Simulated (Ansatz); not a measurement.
CH6AlBGaN, 11 atoms. Total charge 0; spin multiplicity 1. Correlated methods include outer-core shells of Ga, which these sets cover unevenly. Scalar relativity is left out up to krypton. The bonds changed during the relaxation, so this is another structure than the one it started from. All runs use 4 threads of an Arm Neoverse V1 on a shared host. Correlated methods freeze the cores.

(1) Give the basis size and wall time and peak host memory of each of these runs in Ansatz. RKS ωB97M-V/def2-SVP energy; RKS ωB97M-V/def2-QZVPP energy; RHF-CCSD(T)/def2-SVP energy; RKS revPBE-D4/def2-TZVPP energy; RHF-MP2/def2-QZVPP energy; RKS PBE0-D4/def2-TZVP frequencies; RKS PBE0-D4/def2-SVP energy; RKS PBE0-D4/def2-TZVP relaxation (36 steps); direct RPA on PBE orbitals/def2-TZVPP energy; RKS r2SCAN0-D4/def2-TZVPP energy; RHF-CCSD(T)/def2-TZVPP energy; RKS BLYP-D4/def2-TZVPP energy. (Estimate.)

## Answers

(1) Computed: Other jobs shared the machine, so times are rough.

| level | job | functions | wall time | peak host memory (GiB) |
| --- | --- | --- | --- | --- |
| RKS PBE0-D4/def2-SVP | energy | 122 | 1.9 s | 0.47 |
| RKS revPBE-D4/def2-TZVPP | energy | 267 | 3.3 s | 0.38 |
| RKS BLYP-D4/def2-TZVPP | energy | 267 | 3.9 s | 0.38 |
| RKS ωB97M-V/def2-SVP | energy | 122 | 8.5 s | 0.47 |
| RKS r2SCAN0-D4/def2-TZVPP | energy | 267 | 9 s | 0.83 |
| RHF-CCSD(T)/def2-SVP | energy | 122 | 12 s | 0.65 |
| direct RPA on PBE orbitals/def2-TZVPP | energy | 267 | 15 s | 0.75 |
| RKS ωB97M-V/def2-QZVPP | energy | 510 | 34 s | 2.7 |
| RHF-MP2/def2-QZVPP | energy | 510 | 42 s | 3.5 |
| RKS PBE0-D4/def2-TZVP | relaxation (36 steps) | 214 | 3.4 min | 0.7 |
| RKS PBE0-D4/def2-TZVP | frequencies | 214 | 4 min | 0.66 |
| RHF-CCSD(T)/def2-TZVPP | energy | 267 | 4.8 min | 6.5 |
